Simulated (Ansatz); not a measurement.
# Which method gave which barrier?

Saddle point of BNH₄Cl₂O, closed shell (BNH₂Cl₂ ([NH2][B]([Cl])[Cl]) + H₂O → BHCl₂O ([OH][B]([Cl])[Cl]) + NH₃ (still joined by a long B–N bond); bonds formed: B1–O6, N2–H5; bonds broken: H5–O6; bonds weakened to dative contacts: B1–N2), PBE0-D4/def2-TZVP structure:

```tsv
atom	x (Å)	y (Å)	z (Å)
B1	-0.1964	-0.5637	0.1142
N2	-0.5500	0.9313	-0.0440
Cl3	-1.2564	-1.7003	-0.8026
Cl4	0.1445	-1.0322	1.8468
H5	0.7331	0.7017	-0.5332
O6	1.1769	-0.3594	-0.6357
H7	-1.2970	1.1359	-0.6938
H8	-0.6869	1.4407	0.8176
H9	1.9324	-0.5539	-0.0693
```

Program: Ansatz 0.2.0. Basis: def2-TZVPP, with def2-QZVPP for the basis limit. Cores are frozen in the correlated methods. B3LYP uses VWN-RPA correlation. Extrapolation: Hartree–Fock as exp(−7.88 √X), correlation as X^−2.97. Four methods, as single points on the PBE0-D4 structures, gave these electronic barriers from the start structure: 0.085, 0.631, 0.774, 1.269 eV.

Question: The methods were, in alphabetical order, B3LYP-D4, HF, MP2, SPW92. Which gave which? (A judgement: the text doesn't fix the answer.)

Answer: The calculation gives: SPW92 0.085; MP2 0.631; B3LYP-D4 0.774; HF 1.269 eV. For comparison, CCSD(T) at an estimated basis limit (MP2 extrapolated from triple and quadruple zeta, plus CCSD(T) − MP2 in triple zeta) gives 0.710 eV.

The T1 diagnostic stays at or below 0.011.

The step is the kind of ligand exchange by which a precursor binds to a hydroxyl group, or is hydrolysed, in atomic layer deposition of oxides.

Labels in which every atom is bracketed show which atoms are joined, not bond orders.

For scale, one of the runs: CCSD(T)/def2-TZVPP, 233 basis functions, launched by `ansatz run in.yaml --threads 4 --pin off --events-out ev --progress --plain --max-ram 9574MiB`. Time: 2.2 min of wall clock on 4 CPU threads of an Arm Neoverse V1; the host was shared. Peak host memory: 4.1 GiB.
